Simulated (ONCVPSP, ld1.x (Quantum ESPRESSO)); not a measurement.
Potentials for tin compared

Generated with ld1.x 7.5 (TM, RRKJ, ultrasoft, PAW), atompaw 4.2 or ONCVPSP 4.0.1. The cutoff is in Ry: for ld1.x and atompaw files where the sum of valence levels is converged to 10 mRy in a Bessel basis, for ONCV files where the hardest occupied wave has 1 mHa per electron of residual kinetic energy. The error is the largest all-electron minus pseudo excitation energy over each file’s own four to seven test configurations (ionisations up to +4, promotions, holes and added fractions of an electron), all of which were solved. The labels leave out finer settings (local radius, basis sizes, second energies), which also bear on the numbers. Spin-polarised tests are not counted. The rows are a selection from randomly drawn settings: files with unsolved tests, undetermined cutoffs or missed reference levels are left out.

A true bound ghost makes a file unfit for plane-wave use even where its test errors are small: the radial tests pick states by their node count and pass the ghost by.

| potential | cutoff (Ry) | largest error (meV) | bound ghosts |
| --- | --- | --- | --- |
| TM, LDA (PZ), fully relativistic, rc 1.75/2.25 (sp), local s, core correction yes, reference 5s2 5p2 | 25 | -320 | none |
| RRKJ, LDA (PZ), scalar-relativistic, rc 1.85/2.00/1.45 (spd), local s, core correction yes, reference 4d10 5s2 5p1.5 | 80 | -74 | none |
| ONCV, PBEsol, scalar-relativistic, rc 1.65/2.50/1.30 (spd), local smoothed, core correction yes, reference 4d10 5s2 5p2, qcut 3.6/3.9/14, projectors 2/3/1 | 99 | -17 | s |
| ONCV, LDA (Perdew-Wang 92), scalar-relativistic, rc 1.05/1.65/1.30 (spd), local smoothed, core correction yes, reference 4s2 4p6 4d10 5s1 5p3, qcut 9.9/8.3/11.8, projectors 2/2/2 | 90 | -5.1 | none |
| ONCV, PBE, scalar-relativistic, rc 1.30/0.95/1.70 (spd), local smoothed, core correction yes, reference 4s2 4p6 4d10 5s2, qcut 10.6/7.7/8.7, projectors 2/2/2 | 297 | -97 | s |
| ONCV, PBE, scalar-relativistic, rc 2.05/2.05/1.70 (spd), local smoothed, core correction yes, reference 4d10 5s2, qcut 2.6/4.5/10.2, projectors 3/1/3 | 69 | -465 | p |

Q: Fill in the row for Sn: TM semilocal, PBE, scalar-relativistic, rc 1.55/2.45/1.75/2.15 (spdf), local f, core correction yes, reference 4d10 5s2 5p1.75.

A: cutoff 80 Ry, largest error -81 meV, bound ghosts: none.
